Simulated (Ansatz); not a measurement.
The same path of a periodic cell of 33 atoms, Al32Si (host Al, host structure fcc, interstitial Si) was run twice with different band settings. Lost on the way: Al2–Si33, Al3–Si33, Al9–Si33, Al10–Al22, Al12–Al25, Al16–Si33. Made: Al2–Al3, Al2–Al10, Al3–Al12, Al21–Si33, Al22–Si33, Al25–Si33.

Method: Ansatz, DFT PBE-D3(BJ), scalar-relativistic, plane waves, PAW. Settings: PAW set soft_1, cutoff 420 eV, k mesh 2x2x2, gaussian smearing 0.05 eV, no spin polarisation.

Relaxed end points:

```xyz
33
Lattice="8.1000 0.0000 0.0000 0.0000 8.1000 0.0000 0.0000 0.0000 8.1000" Properties=species:S:1:pos:R:3
Al 4.042 -0.010 -0.012
Al 6.075 2.025 -0.413
Al 6.075 -0.409 2.025
Al 0.011 -0.009 -0.010
Al 2.028 2.025 -0.095
Al 4.042 4.060 -0.011
Al 6.077 6.075 -0.095
Al 2.028 -0.094 2.024
Al 3.646 2.025 2.025
Al 6.075 4.461 2.025
Al 4.041 -0.011 4.060
Al 6.076 2.025 4.457
Al 6.077 -0.094 6.073
Al 0.011 4.059 -0.010
Al 2.026 6.075 -0.028
Al 0.416 2.025 2.025
Al 2.028 4.144 2.024
Al 3.957 6.075 2.024
Al 0.012 -0.010 4.059
Al 2.028 2.025 4.143
Al 4.041 4.061 4.059
Al 6.077 6.075 4.143
Al 2.026 -0.026 6.074
Al 3.957 2.025 6.073
Al 6.077 4.144 6.073
Al 0.095 6.075 2.024
Al 0.012 4.060 4.059
Al 2.026 6.075 4.075
Al 0.095 2.025 6.073
Al 2.026 4.077 6.074
Al 4.025 6.075 6.074
Al 0.028 6.075 6.074
Si 6.083 2.026 2.021
```

```xyz
33
Lattice="8.1000 0.0000 0.0000 0.0000 8.1000 0.0000 0.0000 0.0000 8.1000" Properties=species:S:1:pos:R:3
Al 4.024 0.000 0.001
Al 6.076 1.931 0.002
Al 6.076 -0.001 1.932
Al 0.027 0.000 0.001
Al 2.025 1.998 0.001
Al 3.957 4.049 0.002
Al 6.076 6.168 0.002
Al 2.025 0.000 2.000
Al 4.041 2.014 2.016
Al 6.075 4.050 1.619
Al 3.957 -0.001 4.051
Al 6.075 1.613 4.050
Al 6.076 -0.001 6.170
Al 0.094 4.049 0.002
Al 2.025 6.101 0.001
Al 0.010 2.015 2.017
Al 2.026 4.049 1.932
Al 4.040 6.085 2.016
Al 0.094 -0.001 4.051
Al 2.026 1.931 4.051
Al 3.642 4.050 4.050
Al 6.075 6.483 4.050
Al 2.025 0.000 6.102
Al 4.041 2.015 6.086
Al 6.075 4.050 6.489
Al 0.011 6.084 2.016
Al 0.412 4.050 4.050
Al 2.026 6.168 4.051
Al 0.010 2.015 6.086
Al 2.026 4.049 6.170
Al 4.041 6.084 6.086
Al 0.010 6.084 6.086
Si 6.077 4.048 4.055
```

Common settings: climbing image yes; force threshold 0.05 eV/Å; end points relaxed.

| run | movable images | spring | optimiser | start path | iteration limit |
| --- | --- | --- | --- | --- | --- |
| 1 | 7 | 5.0 eV/Å² | quadratic models (default) | straight line | 28 |
| 2 | 3 | 0.1 eV/Å² | fire | default | 50 |

(1) What does each run give, and how far can it be trusted?

Answers

(1) Run 1: converged after 15 iterations, highest image 0.864 eV above the first end. By the program's own check the climbing image is a first-order saddle point (lowest curvatures found: -1.05 and 0.05 eV/Å²).
Run 2: converged after 26 iterations, highest image 1.220 eV above the first end. The order of the stationary point at the top wasn't checked.
Limits of this set-up: coarse k mesh.
